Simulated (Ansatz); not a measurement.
Two isomers of CH8BFSi2: A = `B[Si](C)(F)[SiH3]`, B = `FB([SiH3])C[SiH3]`.

Computed with Ansatz on PBE0-D4/def2-TZVP structures; ΔE is electronic, products minus reactants. CBS: MP2 limit from def2 TZ/QZ plus the TZ coupled-cluster correction, frozen cores. Functionals use def2-TZVPP. Each species was taken in one conformer, which may not be the lowest.

A:

```xyz
13

B     0.468    1.488    1.369
Si    0.566    0.235   -0.174
C    -0.461    0.735   -1.654
F     2.078   -0.007   -0.692
Si   -0.221   -1.823    0.682
H     1.424    1.846    1.992
H    -0.610    1.831    1.763
H    -1.503    0.875   -1.356
H    -0.099    1.673   -2.082
H    -0.423   -0.032   -2.430
H    -1.663   -1.694    1.030
H     0.522   -2.239    1.902
H    -0.076   -2.888   -0.349
```

B:

Z-matrix (Å, degrees):
```
Si
B 1 2.042
H 1 1.489 2 111.5
H 1 1.490 2 110.7 3 -120.8
H 1 1.490 2 110.0 3 120.1
C 2 1.545 1 124.8 3 1.0
F 2 1.335 1 116.8 3 178.3
Si 6 1.890 2 109.3 1 82.9
H 6 1.095 2 112.9 1 -158.0
H 6 1.094 2 112.1 1 -33.1
H 8 1.487 6 110.1 2 -56.9
H 8 1.485 6 110.4 2 63.0
H 8 1.486 6 109.6 2 -176.6
```

Q: Which is lower in electronic energy at CCSD(T)/CBS, and by how much? (An estimate is asked.)

A: Computed: B, by 34.2 kJ/mol.

Q: Give E(B) − E(A) in kJ/mol with CCSD/def2-TZVPP, PBE-D4, ωB97M-V, CCSD(T)/def2-TZVPP, B2PLYP, PBE0-D4, r2SCAN-D4. (Estimate.)

A: Computed: CCSD/def2-TZVPP -38.4, PBE-D4 -36.4, ωB97M-V -43.1, CCSD(T)/def2-TZVPP -40.3, B2PLYP -38.3, PBE0-D4 -36.2, r2SCAN-D4 -35.9. None reverses the order clearly.

Largest T1 diagnostic: 0.013.

In def2-TZVPP, CCSD(T) changes the Hartree–Fock value by −5.3 kJ/mol (the triples alone add −1.8 kJ/mol) and MP2 by −7.6 kJ/mol.
